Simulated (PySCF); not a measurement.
## How methods differ on the excitation energy of Sc

Sc [Ar] 3d1 4s2 (2D) → Sc [Ar] 4s2 4p1 (2P), as a difference of total energies. Computed with PySCF 2.14 in x2c-TZVPPall with one added diffuse shell each of s, p, d, f type (7s6p5d3f1g, 80 functions), with scalar relativity by spin-free X2C-1e. Correlated levels: valence: [Ar] frozen; valence and next inner shell: [Ne] frozen. The calculations carry no spin-orbit coupling.

```tsv
method	excitation energy (cm⁻¹)	error (cm⁻¹)
UHF	22980	+4274
LDA	30415	+11709
PBE	29896	+11189
PW91	30448	+11741
MP2 (valence)	22561	+3855
SCS-MP2 (valence)	22353	+3646
MP2 (valence and next inner shell)	21898	+3192
SCS-MP2 (valence and next inner shell)	21861	+3154
```

Reference: 18706 cm⁻¹ (measured; NIST levels, between the centres of gravity of the two terms).

Errors of the correlated levels include the incompleteness of this basis and the frozen core.
